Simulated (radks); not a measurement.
Results of a calculation; reference values are marked as such.
All-electron atom: Ce I in [Xe] 4f1 5d1 6s2.

Code: a radial shooting solver on a logarithmic mesh with Libxc functionals. Model: Dirac Kohn-Sham, PBE, spin-unpolarised, spherical densities, finite nucleus; open shells fill j = l - 1/2 first; Fermi nuclear charge, rms radius 4.8771 fm.

Energy parts (eV):
| part | energy |
|---|---|
| total | -241222.79 |
| kinetic | 258775.22 |
| electron-nucleus | -587541.62 |
| Hartree | 93259.28 |
| exchange-correlation | -5715.67 |

Orbitals (lengths in bohr, moments of r in powers of bohr; r(90%) holds 90 % of the orbital's charge):
| orbital | occ. | eigenvalue (eV) | r(90%) | <r^2> | <r> | small-component weight |
|---|---|---|---|---|---|---|
| 1s1/2 | 2 | -40231.11 | 0.0443 | 0.0008209 | 0.02457 | 4.61e-02 |
| 2s1/2 | 2 | -6438.895 | 0.163 | 0.01300 | 0.1047 | 1.00e-02 |
| 2p1/2 | 2 | -6079.456 | 0.145 | 0.009534 | 0.08795 | 1.00e-02 |
| 2p3/2 | 4 | -5632.868 | 0.153 | 0.01080 | 0.09415 | 9.44e-03 |
| 3s1/2 | 2 | -1386.420 | 0.409 | 0.08863 | 0.2783 | 3.07e-03 |
| 3p1/2 | 2 | -1234.162 | 0.403 | 0.08352 | 0.2681 | 3.01e-03 |
| 3p3/2 | 4 | -1146.400 | 0.420 | 0.09106 | 0.2802 | 2.84e-03 |
| 3d3/2 | 4 | -880.1415 | 0.394 | 0.07457 | 0.2513 | 2.72e-03 |
| 3d5/2 | 6 | -861.2962 | 0.399 | 0.07671 | 0.2552 | 2.67e-03 |
| 4s1/2 | 2 | -280.4548 | 0.915 | 0.4584 | 0.6373 | 9.45e-04 |
| 4p1/2 | 2 | -223.8975 | 0.954 | 0.4896 | 0.6561 | 8.79e-04 |
| 4p3/2 | 4 | -205.0521 | 0.994 | 0.5309 | 0.6833 | 8.25e-04 |
| 4d3/2 | 4 | -112.1942 | 1.11 | 0.6331 | 0.7388 | 6.80e-04 |
| 4d5/2 | 6 | -108.8926 | 1.12 | 0.6497 | 0.7485 | 6.66e-04 |
| 4f5/2 | 1 | -5.4734 | 1.90 | 1.612 | 1.100 | 3.41e-04 |
| 4f7/2 | 0 | -5.1422 | 1.93 | 1.654 | 1.113 | 3.36e-04 |
| 5s1/2 | 2 | -40.4627 | 2.18 | 2.591 | 1.519 | 2.10e-04 |
| 5p1/2 | 2 | -25.0642 | 2.49 | 3.293 | 1.705 | 1.67e-04 |
| 5p3/2 | 4 | -22.3227 | 2.61 | 3.622 | 1.787 | 1.53e-04 |
| 5d3/2 | 1 | -3.1445 | 4.68 | 10.32 | 2.919 | 6.10e-05 |
| 5d5/2 | 0 | -2.9438 | 4.81 | 10.85 | 2.992 | 5.83e-05 |
| 6s1/2 | 2 | -3.7280 | 6.39 | 21.48 | 4.356 | 2.54e-05 |
| 6p1/2 | 0 | -1.4672 | 8.60 | 37.67 | 5.731 | 1.40e-05 |
| 6p3/2 | 0 | -1.2883 | 9.04 | 41.66 | 6.026 | 1.27e-05 |

The highest occupied level is 5d3/2 at -3.144 eV. The configuration is held as typed, so some empty levels lie below it. Summed over all electrons, <r^2> = 93.16 bohr^2, which gives a Langevin (diamagnetic) susceptibility term of -73.8 x 10^-6 cm^3/mol. The density falls to 0.001 e/bohr^3 at r = 5.44 bohr. The electron density at the nucleus is 3.83e+05 e/bohr^3.
